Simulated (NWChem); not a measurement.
CH₂O₃Si; SMILES O=C1O[SiH2]O1

```xyz
7

O      0.0000     0.0000     2.1126
C      0.0000     0.0000     0.9211
O      0.0000     1.1006     0.0651
Si     0.0000     0.0000    -1.2670
O      0.0000    -1.1006     0.0651
H     -1.2519     0.0000    -2.0766
H      1.2519     0.0000    -2.0766
```
Atoms are numbered in this order, from 1.

Program: NWChem. Geometry optimised at PBE-D3(BJ)/def2-SVP; all other runs use it. Pople sets run with spherical d functions.

```json
[
 {"quantity": "anisotropy (bohr³) at 589 nm", "level": "B3LYP/6-31G*", "value": "25.7"},
 {"quantity": "cavity-dispersion-structure term (kcal/mol) in 2-propanol", "level": "M05-2X/6-31G*, SMD", "value": "2.6"},
 {"quantity": "highest occupied level (eV)", "level": "PW6B95/6-31G*", "value": "…"},
 {"quantity": "charge (e), ESP Si4", "level": "Hartree-Fock/6-31G*", "value": "…"},
 {"quantity": "dipole (D)", "level": "PBE-D3(BJ)/def2-SVP", "value": "4.39"},
 {"quantity": "highest harmonic frequency (cm⁻¹)", "level": "PBE-D3(BJ)/def2-SVP", "value": "…"}
]
```

Problem. Fill in the missing entries.

Solution. 
- highest occupied level (eV), value: -8.94
- charge (e), ESP Si4, value: 1.12
- highest harmonic frequency (cm⁻¹), value: 2251
